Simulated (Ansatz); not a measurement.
Cost and result up the ladder for Co(NH2)2 (CoN2H4) (7 atoms). Charge 0, multiplicity 4. Geometry: PBE0-D4/def2-TZVP.

Cartesian coordinates in Å:
```
Co -0.003 -0.004 -0.001
N -1.417 0.737 0.865
H -1.666 0.578 1.830
H -2.077 1.388 0.465
N 1.413 -0.743 -0.867
H 2.080 -1.385 -0.466
H 1.669 -0.572 -1.828
```

Ansatz on 2 threads of Intel Xeon 6975P-C on a shared host. Times are rough, and most runs start from the orbitals of an earlier one. ωB97M-V/def2-TZVP serves as the yardstick here, not as an exact answer. Differences are given only for rows in sets of like size (and for xTB, whose basis is part of the method), since another set adds its own error. Binding counts from free atoms at the same level (Co quartet, N quartet, H doublet; other spins of the atoms weren't run), without zero-point energy or a counterpoise term.

LC-ωPBE has ω = 0.4 bohr⁻¹. B3LYP takes the VWN-RPA correlation.

Run but left out: HF/STO-3G (⟨S²⟩ 4.36, where a pure state has 3.75).

```tsv
level	functions	wall time	binding energy per atom (eV)	difference from ωB97M-V/def2-TZVP (eV)
PBE-D4/def2-SVP	79	3.1 s	3.30	–
BLYP-D4/def2-TZVP	131	3.1 s	3.23	0.04
PBE-D4/def2-TZVPD	158	3.8 s	3.29	0.10
LC-ωPBE/def2-TZVP	131	4.3 s	3.15	-0.04
B3LYP-D4/def2-TZVP	131	4.7 s	3.18	-0.01
BHLYP-D4/def2-TZVP	131	5 s	3.06	-0.13
CAM-B3LYP-D4/def2-TZVP	131	5.5 s	3.20	0.01
r2SCAN-D4/def2-TZVP	131	6 s	3.16	-0.02
PBE0-D4/def2-TZVPD	158	6.5 s	3.16	-0.03
r2SCAN-D4/def2-TZVPD	158	7.5 s	3.18	-0.01
r2SCAN0-D4/def2-TZVP (with forces)	131	7.5 s	3.08	-0.11
PBE0-D4/def2-TZVP (with forces)	131	8.5 s	3.15	-0.04
B97M-V/def2-TZVP	131	13 s	3.15	-0.04
ωB97M-V/def2-TZVP	131	16 s	3.19	0.00
```
